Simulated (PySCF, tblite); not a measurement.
Isomers of C5H5F3N2. Method: GFN2-xTB as coded in tblite; computed harmonic values from a numerical Hessian at the method's own geometry, unscaled. This tight-binding method is rough: wavenumbers can miss measured ones by several per cent, in bad cases by 10 to 20. One conformer each.

Electronic energies: PBE0/pcSseg-1 single points on the GFN2-xTB geometries (PySCF, gas phase).

```
               SMILES  electronic energy, lowest = 0 (kJ/mol)
  FC(F)(F)Cc1cnc[nH]1                                     0.0
C=C/C(=N/N=C)C(F)(F)F                                   305.5
   C#CCN/N=C/C(F)(F)F                                   365.7
```

Q: How do GFN2-xTB zero-point energies change the relative energies?

A: 
```tsv
SMILES	ZPE (kJ/mol)	of it from modes above 1550 cm⁻¹	electronic (kJ/mol)	with ZPE, lowest = 0 (kJ/mol)	lowest mode (cm⁻¹)	rings
FC(F)(F)Cc1cnc[nH]1	264.4	103.9	0.0	0.0	35	1
C=C/C(=N/N=C)C(F)(F)F	250.2	123.1	305.5	291.4	17	0
C#CCN/N=C/C(F)(F)F	249.7	116.5	365.7	351.0	18	0
```

The zero-point energies span 14.7 kJ/mol, from `C#CCN/N=C/C(F)(F)F` to `FC(F)(F)Cc1cnc[nH]1`. The order is unchanged.

Q: And how do the electronic energies of GFN2-xTB itself compare?

A: `FC(F)(F)Cc1cnc[nH]1` 0.0; `C=C/C(=N/N=C)C(F)(F)F` 253.0; `C#CCN/N=C/C(F)(F)F` 329.8 kJ/mol, lowest = 0. Against the energies above, taken from the same isomer `FC(F)(F)Cc1cnc[nH]1`, the largest difference is 52.5 kJ/mol.
